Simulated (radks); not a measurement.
Coulomb parameter of the 3d shell of the manganese ion Mn2+ in the model configuration [Ar] 3d4 4s1, as a second difference U = [E(n + 0.5) + E(n - 0.5) - 2 E(n)] / (0.5)^2 with all orbitals relaxed. "Bare": the charge of the atom changes with n. "Screened": the 4s shell takes up the change at fixed total charge, which measures U(3d,3d) + U(4s,4s) - 2 U(3d,4s). Calculated with a radial shooting solver on a logarithmic mesh with Libxc functionals: Dirac Kohn-Sham, BLYP, spin-unpolarised, spherical densities, finite nucleus; open shells are shared between the two j in proportion to 2j + 1; Fermi nuclear charge, rms radius 3.7057 fm.

case              configuration  E - E(n) (eV)
start              [Ar] 3d4 4s1          0.000
bare +0.5        [Ar] 3d4.5 4s1        -13.025
bare -0.5        [Ar] 3d3.5 4s1         17.227
screened +0.5  [Ar] 3d4.5 4s0.5         -3.705
screened -0.5  [Ar] 3d3.5 4s1.5          4.763

U(bare) = 16.809 eV, U(screened by 4s) = 4.230 eV.
